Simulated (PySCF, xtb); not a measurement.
SbBr2, SMILES [Sb+]([Br])[Br] (connectivity only; charge and spin as stated), charge +1, multiplicity 1.

GFN2-xTB run with xtb at its own geometry gives an orbital gap of 1.73 eV.

Coordinates come from a r2SCAN-D4/def2-SVP optimisation. The spin state was assumed, not searched. The isomer is the one that the SMILES or the coordinates give; other isomers of the formula were not compared. The def2 effective core potentials stand for the cores of Sb; spin–orbit coupling is left out.

Task: What does M06-2X/def2-TZVPD run with PySCF give? (An estimate is asked for; the answer gives what the named calculation found.)

Result: gap 6.04 eV (levels -15.06 and -9.02 eV).
